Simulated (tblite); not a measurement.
Start geometry of `[CH2]c1cnc(CO)cn1` [radical] from a force field or distance geometry (Å):
```
atom  x, y, z in Å
C1     3.1622    0.1959    0.0785
C2     1.7074    0.0755    0.0130
C3     0.9046    1.0413   -0.5372
N4    -0.4566    0.9398   -0.6057
C5    -0.9694   -0.2117   -0.0530
C6    -2.4681   -0.3959   -0.0951
O7    -3.1084    0.7203   -0.7154
C8    -0.1405   -1.1756    0.5056
N9     1.2068   -1.0646    0.5558
H10    3.7209   -0.6016    0.5377
H11    3.6452    1.0695   -0.3236
H12    1.3004    1.9510   -0.9659
H13   -2.7239   -1.2925   -0.6516
H14   -2.8484   -0.4888    0.9231
H15   -2.3876    1.3370   -0.9588
H16   -0.5522   -2.0907    0.9425
```

What comes out of this run: tblite 0.8.0, GFN2-xTB geometry optimisation, gas phase?

```
atom  x, y, z in Å
C1     3.1004    0.2001    0.0702
C2     1.7350    0.0512    0.0326
C3     0.8679    1.0342   -0.5368
N4    -0.4316    0.8903   -0.5715
C5    -0.9553   -0.2264   -0.0475
C6    -2.4440   -0.3555   -0.1094
O7    -3.0615    0.7375   -0.7222
C8    -0.1185   -1.2015    0.5213
N9     1.1787   -1.0809    0.5646
H10    3.7115   -0.5622    0.5154
H11    3.5735    1.0734   -0.3389
H12    1.2685    1.9445   -0.9620
H13   -2.7039   -1.2750   -0.6582
H14   -2.8381   -0.4711    0.9134
H15   -2.3539    1.3551   -0.9691
H16   -0.5362   -2.1048    0.9481
```

The energy falls by 0.376 eV over 25 L-BFGS steps, the largest force on an atom goes from 3.91 to 0.010 eV/Å, and the atoms move by 0.044 Å rms after alignment. The bond that changes most is C1–C2 (ends: carbon bonded to C and 2 H; carbon bonded to 2 C and N), which shortens by 0.087 Å. Bonds longer at the end by more than 0.005 Å: 5 of 16; shorter: 8. Among the angles that change most is C1–C2–N9, from 114.7° to 118.9°. Rotational constants go from 4875, 1043, 864.1 to 4896, 1071, 883.5 MHz. The orientation of the end geometry is arbitrary; only internal coordinates are fixed.

Time: 0.16 s. Hardware: an Arm Neoverse V1 with one thread (shared host).

GFN2-xTB frequencies show an imaginary mode (105i cm⁻¹), so the point is no minimum at that level. 2 starts were optimised and ended at 0.00 and 1.50 kcal/mol (GFN2-xTB); the lowest of these is shown.

One conformer stands for the species.

All values are computed, not measured.
